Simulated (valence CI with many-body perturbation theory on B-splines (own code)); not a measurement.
Sn¹⁰⁺: magnetic and hyperfine properties of the levels

Level of theory: configuration interaction combined with many-body perturbation theory (CI+MBPT): four valence electrons over a frozen Dirac-Fock core [Kr], radial functions for each j: 7 s, 7 p, 8 d, 6 f, 4 g, 1 h, with the one-electron correlation potential Σ1, the two-electron term Σ2, the three-electron term Σ3, Breit, model QED; selected CI, second order for the rest, scaled by the run's own slope (own B-spline code, finite nucleus).

No measured spectrum was set against this ion. As an estimate, terms of the open shell hold to 2 to 4 % of their energy, and close levels can change places. Excitations out of the core, of the other parity, are not computed and may begin above about 51.3 eV (a cautious bound); beyond it only levels of the ground parity were kept, without lifetimes.

A/g_I is the dipole constant over the nuclear g factor μ/I (μ in nuclear magnetons, uniformly magnetised nucleus), B/Q the quadrupole constant per barn. Both hold the static response of the core; the bare values leave it out. Large factors of s and p1/2 electrons are usually good to 5 to 10 %; those of open d and f shells near neutrality can be off by tens of per cent, and small factors of p3/2, d and f electrons come from cancelling terms and can be off by a factor of two or in sign, in half-filled shells by more. B is blank for J = 1/2, where it vanishes, and for nearly pure S terms. Energies count from the lowest level. Levels with J = 0 are left out.

Names give the largest LS component (configuration and term), which can be under half, so a name can repeat, a term be missing and a line seem to break the LS rules; names also repeat where a configuration has a term twice. Letters in brackets count levels of one name in rising energy.

```csv
Level,E (cm⁻¹),g,A/g_I (MHz),A/g_I bare,B/Q (MHz/b),B/Q bare
4d4 5D_1,3008,1.499,-282,153,904,840
4d4 5D_2,6532,1.491,106,542,633,586
4d4 5D_3,9980,1.483,450,886,-581,-551
4d4 5D_4,13205,1.469,754,1180,-2620,-2460
4d4 3H_4,28583,0.910,2060,1940,1240,1150
4d4 3H_5,33908,1.064,1700,1730,1750,1630
4d4 3G_3,34314,0.882,2150,2000,250,232
4d4 3P_1 [a],35515,1.425,791,1170,-173,-169
4d4 3F_2 [a],36341,0.738,2330,2030,458,430
4d4 3H_6,36815,1.139,1630,1730,1610,1490
4d4 3F_4 [a],39727,1.074,1600,1640,-523,-485
4d4 3G_4,43208,1.103,1620,1680,-275,-255
4d4 3P_2 [a],43344,1.341,896,1190,223,200
4d4 3F_3 [a],44690,0.996,1720,1680,-171,-153
4d4 3G_5,47937,1.168,1350,1480,-1130,-1060
4d4 3D_3,48235,1.279,1120,1360,596,555
4d4 3D_2,51772,1.207,1590,1760,652,605
4d4 1I_6,52054,1.026,1780,1770,2620,2460
4d4 3D_1,52886,0.583,2860,2420,497,462
4d4 1G_4 [a],59115,1.050,1510,1520,-405,-371
4d4 1D_2 [a],64084,1.075,1670,1710,630,583
4d4 1F_3,67405,1.034,1700,1690,2600,2440
4d4 3P_2 [b],75473,1.376,852,1190,739,699
4d4 3F_4 [b],78170,1.216,1090,1260,1760,1640
4d4 3F_2 [b],79853,0.768,2620,2360,2050,1920
4d4 3F_3 [b],81268,1.073,1760,1790,2400,2230
4d4 3P_1 [b],82722,1.492,-97.0,338,-722,-668
4d4 1G_4 [b],88754,1.025,1870,1870,1450,1360
4d4 1D_2 [b],111700,0.999,1790,1750,-3050,-2850
4d3.5s 5F_1,494730,0.034,-6960,-6690,-448,-419
4d3.5s 5F_2,497330,0.996,6250,5760,-503,-474
4d3.5s 5F_3,501670,1.243,6250,5910,-581,-551
4d3.5s 5F_4,506440,1.335,5870,5630,-796,-756
4d3.5s 3F_2 [a],510080,0.730,2340,2090,-1050,-986
4d3.5s 5F_5,510940,1.371,5740,5550,-1040,-992
```

Problem. Take the isotope of mass number 117, with I = 1/2, μ = -0.9995 μN. What is the hyperfine structure of 4d4 3H_4?

Solution. From the table A = -4120 MHz. Shifts from the centre of gravity in MHz: F = 7/2: 10300, F = 9/2: -8240.
